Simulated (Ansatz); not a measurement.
CH5FSSi2, SMILES `C[Si]1(F)[SiH2]S1` from Hartree–Fock to CCSD(T)

Cartesian coordinates in Å:
```
C -0.245 -1.257 -1.203
Si -0.061 -0.423 0.437
F 0.202 -1.558 1.533
Si 0.551 1.688 0.868
S -1.519 1.023 0.983
H -0.398 -0.514 -1.987
H -1.107 -1.928 -1.184
H 0.645 -1.845 -1.437
H 0.804 2.710 -0.178
H 1.128 2.103 2.169
```

Charge 0, multiplicity 1. The geometry is a stationary point of PBE0-D4/def2-TZVP. Frozen core, restricted reference, Ansatz. CBS rows extrapolate triple and quadruple zeta; past MP2 they add the triple-zeta difference.

| basis | HF (Eh) | MP2 corr. |
| --- | --- | --- |
| def2-TZVPP | -1115.81696 | -0.83188 |
| def2-QZVPP | -1115.85247 | -0.90215 |

Estimate the CCSD correlation energy and the (T) correction in each basis where they were run (hartree).


```csv
basis,CCSD corr.,(T)
def2-TZVPP,-0.87978,-0.03648
CBS(def2),-1.00210,as TZ
```
